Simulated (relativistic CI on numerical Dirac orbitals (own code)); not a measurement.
## Level scheme of In¹⁵⁺

Calculated at this level of theory: Dirac-Coulomb-Breit CI, orbitals from a KLI potential per configuration, QED by a radiative potential, unscaled Slater integrals (own radial code, finite nucleus).

Configurations in the expansion (outside the closed core [Ar] 3d10): 4s²4p⁴, 4s4p⁵, 4p⁶, 4s²4p³4d, 4s4p⁴4d, 4s²4p³4f, 4s4p⁴4f, 4p⁵4d, 4s4p³4d², 4s²4p³5s, 4s²4p²4d4f, 4p⁴4d², 4p³4d³, 4p³4d²4f, 4p³4d²5s. Double excitations out of closed p, d and f shells are left out; levels of such configurations are missing from the list, as are those of other unlisted configurations, and high levels can miss mixing partners.

The lowest level is 4s²4p⁴ ³P2, with 80 % of that term; Hund's rules for 4s²4p⁴ give ³P with J = 2, in agreement.

| No. | Configuration | Term | J | E (eV) | % | Lifetime (s) | jj configuration (%) |
| --- | --- | --- | --- | --- | --- | --- | --- |
| 1 | 4s²4p⁴ | ³P | 2 | 0.000 | 80 |  | 4p3/2^2 (96) |
| 2 | 4s²4p⁴ | ³P | 0 | 4.392 | 62 | 5.45e-01 | 4p3/2^2 (90) |
| 3 | 4s²4p⁴ | ³P | 1 | 7.863 | 99 | 2.05e-04 | 4p1/2 4p3/2^3 (99) |
| 4 | 4s²4p⁴ | ¹D | 2 | 10.531 | 80 | 2.58e-04 | 4p1/2 4p3/2^3 (96) |
| 5 | 4s²4p⁴ | ¹S | 0 | 21.458 | 61 | 3.71e-05 | 4p3/2^4 (90) |
| 6 | 4s4p⁵ | ³P° | 2 | 47.035 | 86 | 1.30e-10 | 4s 4p3/2^3 (86) |
| 7 | 4s4p⁵ | ³P° | 1 | 50.856 | 71 | 8.55e-11 | 4s 4p3/2^3 (59) |
| 8 | 4s4p⁵ | ³P° | 0 | 55.362 | 83 | 1.16e-10 | 4s 4p1/2 4p3/2^4 (83) |
| 9 | 4s4p⁵ | ¹P° | 1 | 61.514 | 55 | 5.02e-11 | 4s 4p1/2 4p3/2^4 (54) |
| 10 | 4s²4p³4d | ⁵D° | 2 | 64.123 | 44 | 8.53e-10 | 4p3/2 4d3/2 (80) |
| 11 | 4s²4p³4d | ⁵D° | 0 | 64.397 | 71 | 7.32e-10 | 4p3/2 4d3/2 (72) |
| 12 | 4s²4p³4d | ⁵D° | 3 | 64.444 | 56 | 1.36e-09 | 4p3/2 4d3/2 (52) |
| 13 | 4s²4p³4d | ⁵D° | 1 | 64.997 | 80 | 1.61e-10 | 4p3/2 4d3/2 (49) |
| 14 | 4s²4p³4d | ⁵D° | 4 | 65.729 | 71 | 3.55e-03 | 4p3/2 4d5/2 (71) |
| 15 | 4s²4p³4d | ⁵D° | 2 | 67.151 | 38 | 1.73e-10 | 4p3/2 4d5/2 (61) |
| 16 | 4s²4p³4d | ³D° | 3 | 70.445 | 33 | 2.80e-10 | 4p1/2 4p3/2^2 4d5/2 (44) |
| 17 | 4s²4p³4d | ³D° | 1 | 70.801 | 86 | 4.14e-10 | 4p1/2 4p3/2^2 4d3/2 (50) |
| 18 | 4s²4p³4d | ¹S° | 0 | 71.119 | 71 | 6.86e-09 | 4p1/2 4p3/2^2 4d3/2 (56) |
| 19 | 4s²4p³4d | ³F° | 2 | 71.200 | 51 | 5.52e-10 | 4p1/2 4p3/2^2 4d3/2 (84) |
| 20 | 4s²4p³4d | ³F° | 3 | 72.223 | 71 | 5.01e-10 | 4p1/2 4p3/2^2 4d3/2 (71) |
| 21 | 4s²4p³4d | ³G° | 3 | 72.947 | 42 | 2.33e-10 | 4p1/2 4p3/2^2 4d5/2 (49) |
| 22 | 4s²4p³4d | ³G° | 4 | 73.744 | 53 | 3.73e-04 | 4p1/2 4p3/2^2 4d5/2 (61) |
| 23 | 4s²4p³4d | ³F° | 4 | 74.668 | 80 | 6.73e-04 | 4p1/2 4p3/2^2 4d5/2 (69) |
| 24 | 4s²4p³4d | ³D° | 1 | 75.255 | 84 | 4.42e-11 | 4p3/2 4d5/2 (41) |
| 25 | 4s²4p³4d | ¹G° | 4 | 76.091 | 64 | 1.10e-03 | 4p1/2 4p3/2^2 4d3/2 (59) |
| 26 | 4s²4p³4d | ³G° | 5 | 76.623 | 98 | 1.31e-03 | 4p1/2 4p3/2^2 4d5/2 (98) |
| 27 | 4s²4p³4d | ¹D° | 2 | 78.016 | 40 | 1.16e-10 | 4p1/2 4p3/2^2 4d3/2 (72) |
| 28 | 4s²4p³4d | ³P° | 1 | 79.006 | 56 | 1.99e-11 | 4p1/2 4p3/2^2 4d5/2 (41) |
| 29 | 4s²4p³4d | ³P° | 0 | 79.071 | 68 | 6.50e-11 | 4p1/2 4p3/2^2 4d5/2 (50) |
| 30 | 4s²4p³4d | ³D° | 2 | 80.535 | 64 | 1.57e-10 | 4p1/2 4p3/2^2 4d5/2 (85) |
| 31 | 4s²4p³4d | ³F° | 2 | 82.109 | 62 | 2.55e-11 | 4p1/2 4p3/2^2 4d5/2 (44) |
| 32 | 4s²4p³4d | ³F° | 3 | 82.227 | 57 | 2.97e-10 | 4p1/2 4p3/2^2 4d5/2 (80) |
| 33 | 4s²4p³4d | ³D° | 3 | 82.795 | 37 | 3.08e-11 | 4p1/2 4p3/2^2 4d5/2 (52) |
| 34 | 4s²4p³4d | ¹P° | 1 | 84.731 | 37 | 3.34e-12 | 4p1/2 4p3/2^2 4d3/2 (57) |
| 35 | 4s²4p³4d | ³P° | 2 | 84.759 | 63 | 3.24e-12 | 4p1/2 4p3/2^2 4d3/2 (37) |
| 36 | 4s²4p³4d | ³F° | 4 | 86.258 | 62 | 6.15e-05 | 4p3/2^3 4d5/2 (89) |
| 37 | 4s²4p³4d | ³S° | 1 | 86.810 | 70 | 3.41e-12 | 4p1/2 4p3/2^2 4d5/2 (54) |
| 38 | 4s²4p³4d | ³P° | 2 | 87.031 | 58 | 2.33e-11 | 4p3/2^3 4d5/2 (76) |
| 39 | 4s²4p³4d | ³D° | 3 | 87.890 | 71 | 2.36e-12 | 4p1/2 4p3/2^2 4d3/2 (48) |
| 40 | 4s²4p³4d | ¹F° | 3 | 90.092 | 47 | 7.74e-11 | 4p3/2^3 4d5/2 (82) |
| 41 | 4s²4p³4d | ³P° | 1 | 90.542 | 42 | 2.93e-12 | 4p1/2 4p3/2^2 4d3/2 (41) |
| 42 | 4s²4p³4d | ³D° | 2 | 91.241 | 47 | 2.63e-12 | 4p1/2 4p3/2^2 4d5/2 (65) |
| 43 | 4s²4p³4d | ³P° | 0 | 91.946 | 82 | 2.66e-12 | 4p3/2^3 4d3/2 (64) |
| 44 | 4s²4p³4d | ³D° | 1 | 93.528 | 60 | 2.42e-12 | 4p3/2^3 4d3/2 (42) |
| 45 | 4s²4p³4d | ¹D° | 2 | 96.298 | 49 | 2.64e-12 | 4p3/2^3 4d3/2 (61) |
| 46 | 4s²4p³4d | ¹F° | 3 | 98.089 | 77 | 2.14e-12 | 4p3/2^3 4d3/2 (47) |
| 47 | 4s²4p³4d | ¹P° | 1 | 103.757 | 65 | 2.59e-12 | 4p3/2^3 4d5/2 (69) |
| 48 | 4p⁶ | ¹S | 0 | 104.270 | 71 | 2.69e-11 | closed (71) |
| 49 | 4s4p⁴4d | ⁵D | 3 | 111.646 | 75 | 6.64e-11 | 4s 4p3/2^2 4d3/2 (58) |
| 50 | 4s4p⁴4d | ⁵D | 2 | 111.978 | 73 | 6.00e-11 | 4s 4p3/2^2 4d3/2 (75) |
| 51 | 4s4p⁴4d | ⁵D | 4 | 112.055 | 69 | 7.39e-11 | 4s 4p3/2^2 4d5/2 (58) |
| 52 | 4s4p⁴4d | ⁵D | 1 | 112.900 | 70 | 5.27e-11 | 4s 4p3/2^2 4d3/2 (68) |
| 53 | 4s4p⁴4d | ⁵F | 5 | 113.941 | 88 | 1.03e-10 | 4s 4p3/2^2 4d5/2 (87) |
| 54 | 4s4p⁴4d | ⁵D | 0 | 114.325 | 86 | 4.65e-11 | 4s 4p1/2 4p3/2^3 4d3/2 (47) |
| 55 | 4s4p⁴4d | ⁵F | 4 | 116.285 | 47 | 7.08e-11 | 4s 4p3/2^2 4d3/2 (38) |
| 56 | 4s4p⁴4d | ⁵F | 3 | 117.674 | 68 | 6.15e-11 | 4s 4p1/2 4p3/2^3 4d3/2 (35) |
| 57 | 4s4p⁴4d | ⁵P | 1 | 118.003 | 74 | 3.13e-11 | 4s 4p3/2^2 4d3/2 (41) |
| 58 | 4s4p⁴4d | ⁵F | 2 | 118.220 | 80 | 6.61e-11 | 4s 4p1/2 4p3/2^3 4d3/2 (40) |
| 59 | 4s4p⁴4d | ⁵F | 1 | 118.320 | 78 | 6.59e-11 | 4s 4p3/2^2 4d3/2 (50) |
| 60 | 4s4p⁴4d | ⁵P | 2 | 119.743 | 73 | 3.30e-11 | 4s 4p3/2^2 4d3/2 (29) |
| 61 | 4s4p⁴4d | ³P | 0 | 121.574 | 86 | 3.09e-11 | 4s 4p1/2 4p3/2^3 4d3/2 (51) |
| 62 | 4s4p⁴4d | ⁵P | 3 | 121.852 | 61 | 3.59e-11 | 4s 4p3/2^2 4d5/2 (61) |
| 63 | 4s4p⁴4d | ³P | 1 | 121.993 | 82 | 2.42e-11 | 4s 4p3/2^2 4d5/2 (59) |
| 64 | 4s4p⁴4d | ³F | 4 | 122.270 | 65 | 7.85e-11 | 4s 4p1/2 4p3/2^3 4d5/2 (49) |
| 65 | 4s4p⁴4d | ³F | 3 | 122.711 | 34 | 3.80e-11 | 4s 4p3/2^2 4d5/2 (41) |
| 66 | 4s4p⁴4d | ³D | 1 | 124.236 | 89 | 1.99e-11 | 4s 4p3/2^2 4d5/2 (32) |
| 67 | 4s4p⁴4d | ³D | 2 | 124.252 | 45 | 2.30e-11 | 4s 4p3/2^2 4d5/2 (31) |
| 68 | 4s4p⁴4d | ³G | 3 | 125.810 | 39 | 2.48e-11 | 4s 4p3/2^2 4d3/2 (34) |
| 69 | 4s4p⁴4d | ³F | 2 | 126.679 | 61 | 3.88e-11 | 4s 4p1/2 4p3/2^3 4d5/2 (57) |
| 70 | 4s4p⁴4d | ³G | 4 | 127.064 | 77 | 3.56e-11 | 4s 4p1/2 4p3/2^3 4d3/2 (46) |

Energies count from the lowest computed level; ° marks odd parity; lifetimes are radiative, by E1, M1, E2, M2, E3 decay to levels of this space only. Filled j subshells are mostly left out of the jj labels.

The mean weight of the leading LS term, summed over parents, in these 70 levels is 65 %, and that of the leading jj configuration (from the same eigenvectors) 60 %.

At this charge energies of transitions that change n are usually good to better than 1 %, and those within a shell (Δn = 0) to a few per cent.

LS names give the leading component of a level, which can be under half, so a name can repeat, a term be missing and a line seem to break the LS rules.
